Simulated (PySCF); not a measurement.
## PySCF run on GeSe

Input:

```python
from pyscf import gto, scf, mp

mol = gto.M(
    atom='Ge 0 0 0; Se 0 0 2.275',
    basis='lanl2dz',
    ecp={'Ge': 'lanl2dz', 'Se': 'lanl2dz'},
    charge=0,
    spin=0,
    verbose=3,
)
mf = scf.RHF(mol)
mf.kernel()
mp.MP2(mf).kernel()
mf.dip_moment()
print('orbital energies (hartree):', mf.mo_energy[..., max(0, mol.nelec[1]-3):mol.nelec[0]+3].round(4))
```

```bash
$ OMP_NUM_THREADS=1 python input.py
```

Output:

```
converged SCF energy = -12.6667927548374
E(RMP2) = -12.7563095601695  E_corr = -0.0895168053320699
E(SCS-RMP2) = -12.7562631678545  E_corr = -0.0894704130171071
Dipole moment(X, Y, Z, Debye):  0.00000,  0.00000, -3.67583
orbital energies (hartree): [-0.3616 -0.344  -0.344  -0.0082 -0.0082  0.1266]
```

In short: E(SCF) = -12.666793 Eh, E(MP2) − E(SCF) = -0.08952 Eh, μz(SCF) = -3.68 D.

Hardware: Arm Neoverse N1, 1 thread, shared host. Wall time 1.4 s.

Stability towards an unrestricted solution was not tested. The bond length is a typed value, not an optimised one.
